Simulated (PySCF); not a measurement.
**[Zn(Cl)2] (charge 0, multiplicity 1)**

All values below come from TPSSh-D3(BJ)/def2-TZVP // TPSS-D3(BJ)/def2-SVP run with PySCF.

```
Quantity                                                         Value
----------------------------------------  ----------------------------
HOMO                                                          -8.39 eV
dipole moment                                                   0.00 D
LUMO                                                          -2.16 eV
HOMO–LUMO gap                                                  6.23 eV
charge on the central atom (Mulliken)                           0.62 e
charge on the central atom (meta-Löwdin)                        1.23 e
total energy                                             -2699.9580 Ha
cost                                      very roughly 70 core-seconds
```

Bonded distances (Å): Zn1–Cl2 2.104, Zn1–Cl3 2.104. Angles (°): Cl2–Zn1–Cl3 180.0.
Charge 0, spin multiplicity 1.
